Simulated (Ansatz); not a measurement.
Start from `N=C=O` and change one atom or group to get `O=C=[N][GaH][Cl]`.

Ansatz, PBE0-D4/def2-TZVP geometries, multiplicity 1. Each molecule was computed in one conformer, which needn't be the lowest.

Scalar relativity is left out up to krypton.

| property | `N=C=O` |
| --- | --- |
| HOMO–LUMO gap (B3LYP/def2-TZVPP) / eV | 8.46 |
| LUMO energy (PBE/def2-TZVPP) / eV | -0.88 |
| LUMO energy (B3LYP/def2-TZVPP) / eV | -0.13 |
| size of the dipole moment (B3LYP/def2-TZVPP) / D | 2.13 |
| HOMO energy (PBE0/def2-TZVPP) / eV | -8.84 |
| LUMO energy (PBE0/def2-TZVPP) / eV | 0.20 |

Give the same properties after the change, and the shifts. (Estimate.)

Computed: 
```json
{"property": "HOMO–LUMO gap (B3LYP/def2-TZVPP) / eV", "`O=C=[N][GaH][Cl]`": "6.47", "shift": "-1.99"}
{"property": "LUMO energy (PBE/def2-TZVPP) / eV", "`O=C=[N][GaH][Cl]`": "-2.60", "shift": "-1.72"}
{"property": "LUMO energy (B3LYP/def2-TZVPP) / eV", "`O=C=[N][GaH][Cl]`": "-2.10", "shift": "-1.97"}
{"property": "size of the dipole moment (B3LYP/def2-TZVPP) / D", "`O=C=[N][GaH][Cl]`": "2.51", "shift": "0.38"}
{"property": "HOMO energy (PBE0/def2-TZVPP) / eV", "`O=C=[N][GaH][Cl]`": "-8.83", "shift": "0.01"}
{"property": "LUMO energy (PBE0/def2-TZVPP) / eV", "`O=C=[N][GaH][Cl]`": "-1.83", "shift": "-2.03"}
```

The zero-point energy changes by 0.6 kJ/mol with +6 modes. Dipoles are sizes alone; their direction can turn.

B3LYP here is the variant with VWN-RPA as its local correlation; programs differ in this.
